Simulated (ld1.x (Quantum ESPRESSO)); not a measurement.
boron: excitation energies, all-electron against TM

boron, norm-conserving Troullier–Martins (Kleinman–Bylander form), made with ld1.x (Quantum ESPRESSO) 7.5 (revPBE, non-relativistic). Core [He], reference 2s1 2p0 (charge +2). Waves: 2s (bound): rc 1.45 bohr; 2p (bound, empty): rc 1.60 bohr; 3d channel at 0.25 Ry: rc 1.30 bohr. Local part: all-electron potential smoothed inside 1.40 bohr (lloc = -2). Core correction: none.

Energies are relative to the spin-unpolarised reference configuration 2s1 2p0; without spin polarisation the order of configurations can differ from experiment. The frozen-core shift is the all-electron ΔE with the core orbitals held at their reference shape minus the fully relaxed ΔE.

```tsv
valence configuration	charge	ΔE all-electron (eV)	error AE − PS (meV)	frozen-core shift (meV)
2s2 2p1	0	-33.599	+98	+5.3
2s2 2p0.5	+0.5	-30.732	+61	+4.6
2s1 2p2	0	-27.695	+198	+3.5
2s0 2p3	0	-21.778	+312	+2.6
2s2 2p1.3	-0.3	-34.327	+109	+5.3
2s1 2p1	+1	-19.217	+122	+2.0
```

Task: What are ΔE and the potential's error for 2s2 2p0?

Result: ΔE = -25.427 eV all-electron; the error (AE − PS) is +9.9 meV.
